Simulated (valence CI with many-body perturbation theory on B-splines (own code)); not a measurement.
# Rh⁴⁰⁺: E2, E3, M1, M2 decay

Level of theory: valence CI with perturbative core correlation (CI+MBPT): three valence electrons over a frozen Dirac-Fock core [He], a basis of 11 s, 11 p, 10 d, 8 f, 5 g, 2 h functions for each j, with the one-electron correlation potential Σ1 (screened to all orders), the two-electron term Σ2, the three-electron term Σ3, Breit, model QED; selected single and double excitations, second order for the rest, scaled by the run's own slope (own B-spline code, finite nucleus).

The last digits are not significant, and no measured levels were compared; by estimate large intervals hold to a few tenths of a per cent, small ones and those within an open d or f shell to about a per cent.

Lines 1 to 25 of 25 in falling wavelength, among levels below 5014.7 eV, chosen from the decays that carry over 1 % of a level's rate. Wavelengths and rates use the calculated energies. Electric multipoles are in the length gauge, E1 and E2 with the static RPA response of the core. Weak lines are less certain than strong ones. Lines between different terms over intervals too small for the method are left out, as are lines whose strength nearly cancels. The highest levels of a list are the least certain.

Levels are named by their leading jj configuration (3d3/2^4 stands for four electrons in 3d with j = 3/2), which in mixed levels can hold well under half, so a name can repeat and another be missing. Letters in brackets count levels of one name in rising energy.

```csv
λ vac (Å),Upper,Lower,Type,A (s⁻¹),Branch %
98.90,(2s 2p1/2 2p3/2) J=3/2 [a],(2s 2p1/2^2) J=1/2,M1,1.56e+07,2.3
76.81,(2s^2 2p3/2) J=3/2,(2s^2 2p1/2) J=1/2,M1,1.96e+07,76.3
3.763,(2s 2p3/2 3p3/2) J=7/2,(2s 2p3/2^2) J=3/2,E2,2.24e+09,1.4
3.745,(2s 2p3/2 3p1/2) J=1/2,(2s 2p3/2^2) J=3/2,E2,2.99e+10,1.1
3.719,(2s^2 3p1/2) J=1/2,(2s^2 2p3/2) J=3/2,E2,1.40e+11,9.7
3.695,(2s 2p3/2 3p3/2) J=7/2,(2s 2p3/2^2) J=5/2,E2,3.76e+10,22.8
3.678,(2s 2p3/2 3p1/2) J=1/2,(2s 2p3/2^2) J=5/2,E2,1.14e+11,4.2
3.678,(2s 2p1/2 3p3/2) J=5/2,(2s 2p1/2 2p3/2) J=5/2,E2,3.94e+10,1.3
3.647,(2s 2p3/2 3d5/2) J=9/2,(2s 2p3/2^2) J=5/2,M2,1.45e+09,36.4
3.647,(2s 2p3/2 3d5/2) J=9/2,(2s 2p3/2^2) J=5/2,E3,6.06e+07,1.5
3.532,(2s 2p3/2 3p3/2) J=7/2,(2s 2p1/2 2p3/2) J=5/2,E2,4.55e+10,27.6
3.520,(2s 2p1/2 3p3/2) J=5/2,(2s 2p1/2^2) J=1/2,E2,7.61e+10,2.4
3.507,(2s 2p3/2 3p3/2) J=7/2,(2s 2p1/2 2p3/2) J=3/2 [a],E2,5.67e+10,34.4
3.488,(2s 2p3/2 3d5/2) J=9/2,(2s 2p1/2 2p3/2) J=5/2,M2,1.90e+08,4.8
3.488,(2s 2p3/2 3d5/2) J=9/2,(2s 2p1/2 2p3/2) J=5/2,E3,7.62e+07,1.9
3.463,(2s 2p3/2 3d5/2) J=9/2,(2s 2p1/2 2p3/2) J=3/2 [a],E3,1.17e+08,2.9
3.391,(2p1/2 2p3/2 3d5/2) J=7/2 [a],(2s 2p1/2 2p3/2) J=3/2 [b],E2,7.47e+10,2.5
3.356,(2p1/2 2p3/2 3d3/2) J=7/2,(2s 2p1/2 2p3/2) J=5/2,E2,8.82e+10,2.3
3.353,(2p1/2 2p3/2 3d5/2) J=7/2 [a],(2s 2p1/2 2p3/2) J=5/2,E2,1.50e+11,5.1
3.343,(2p1/2 2p3/2 3d5/2) J=9/2,(2s 2p1/2 2p3/2) J=5/2,E2,3.71e+11,80.2
3.340,(2p1/2 2p3/2 3d3/2) J=1/2 [a],(2s 2p1/2 2p3/2) J=3/2 [a],E2,3.26e+11,1.2
3.339,(2p3/2^2 3d5/2) J=9/2,(2s 2p3/2^2) J=5/2,E2,3.72e+11,65.9
3.333,(2p1/2 2p3/2 3d3/2) J=7/2,(2s 2p1/2 2p3/2) J=3/2 [a],E2,2.48e+11,6.6
3.330,(2p1/2 2p3/2 3d5/2) J=7/2 [a],(2s 2p1/2 2p3/2) J=3/2 [a],E2,1.18e+11,4.0
2.726,(2s 2p3/2 4f7/2) J=9/2,(2s 2p3/2^2) J=5/2,E2,4.14e+11,1.1
```
